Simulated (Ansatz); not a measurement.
SiMeCl3 (CH₃Cl₃Si). The state is a singlet with charge 0. Geometry relaxed at PBE0-D4/def2-SVP.

```xyz
8

Si    0.481    0.245   -0.582
C    -0.638   -0.325    0.772
H    -0.776    0.478    1.511
H    -0.203   -1.202    1.276
H    -1.619   -0.602    0.359
Cl    0.757   -1.244   -1.967
Cl    2.316    0.774    0.171
Cl   -0.317    1.876   -1.540
```

(1) Estimate the harmonic wavenumbers at RKS PBE0-D4/def2-SVP (Ansatz, unscaled). Is this a minimum?

## Answers

(1) 153, 153, 166, 214, 214, 228, 455, 597, 597, 767, 812, 812, 1271, 1418, 1418, 3067, 3183, 3183 cm⁻¹. Yes, no mode is imaginary beyond noise. Zero-point energy 111.9 kJ/mol. It took 1.7 min on 2 threads of Intel Xeon Platinum 8488C on a shared host.
